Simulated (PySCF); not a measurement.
Spectra and structures to be paired. Level of theory: PySCF, TDDFT PBE0/def2-SVPD, vertical, gas phase, core orbitals frozen in the response. Geometries: PBE0-D3(BJ)/def2-SVP; one conformer of each isolated species.

A. `O=S(Cl)(=O)C`
B. `C=CP(=O)(C=C)C=C`
C. `C=CC(=C)[C@@H](F)CF`

Lowest singlet levels (six at most, fewer where fewer were computed) with oscillator strengths:

1. 228 nm (f 0.000); 222 nm (f 0.032 summed over 2 states); 220 nm (f 0.002); 201 nm (f 0.074 summed over 2 states)
2. 217 nm (f 0.528); 184 nm (f 0.005); 183 nm (f 0.002); 182 nm (f 0.004); 171 nm (f 0.018); 168 nm (f 0.024)
3. 226 nm (f 0.004); 207 nm (f 0.003); 200 nm (f 0.003); 195 nm (f 0.059); 173 nm (f 0.011); 165 nm (f 0.204)

**Question.** Which spectrum belongs to which structure?

**Answer.** 1 = B, 2 = C, 3 = A.
- A: S1 at 5.49 eV, HOMO→LUMO (97%); Löwdin shares by element: HOMO chlorine 54%, oxygen 45%; LUMO chlorine 41%, sulfur 28%, oxygen 22%; HOMO -9.32 and LUMO -2.15 eV; point group Cs.
- B: S1 at 5.44 eV, HOMO-1/HOMO→LUMO/LUMO+1 (98%); Löwdin shares by element: HOMO (one of a set within 0.03 eV) oxygen 65%, carbon 14% or more, phosphorus 13%; LUMO (one of a set within 0.03 eV) carbon 67% or more (atoms not listed hold the other 33%); HOMO -7.79 and LUMO -0.98 eV; point group C3v, 1 of its 6 listed states under f = 0.0005.
- C: S1 at 5.71 eV, HOMO→LUMO (97%); Löwdin shares by element: HOMO carbon 85% or more; LUMO carbon 80% or more (atoms not listed hold the other 19%); HOMO -7.23 and LUMO -1.37 eV.
A and B have S1 within 0.06 eV of each other; their strongest listed levels stand at 7.51 eV (f 0.204) and 6.17 eV (f 0.074).

A slash joins orbitals within 0.01 eV of each other, whose weights are summed (≥ marks a lower bound).
